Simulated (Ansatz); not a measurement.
NbSeF₃. Total charge 0; singlet. Geometry r2SCAN-D4/def2-SVP, basis def2-TZVP, Ansatz.

```tsv
run	HOMO (eV)	LUMO (eV)
A	-10.49	-0.80
B	-6.89	-3.63
C	-7.82	-3.15
D	-7.62	-3.37
E	-10.19	-0.85
F	-8.06	-2.96
```

In the def2 sets Nb takes a core potential; there is no spin–orbit coupling. LC-ωPBE has ω = 0.4 bohr⁻¹. B3LYP takes the VWN-RPA correlation.

Q: The runs used B3LYP, LC-ωPBE, PBE, PBE0, r2SCANh, ωB97X-V. Estimate which is which.

A: A LC-ωPBE (range-separated); B PBE (0 % exact exchange); C B3LYP (20 % exact exchange); D r2SCANh (10 % exact exchange); E ωB97X-V (range-separated); F PBE0 (25 % exact exchange). Exact exchange lowers occupied and raises empty levels; among semilocal functionals meta-GGAs tend to open the gap a little, and such runs are hard to tell apart. The gap grows from 3.26 eV (PBE) to 9.69 eV (LC-ωPBE).
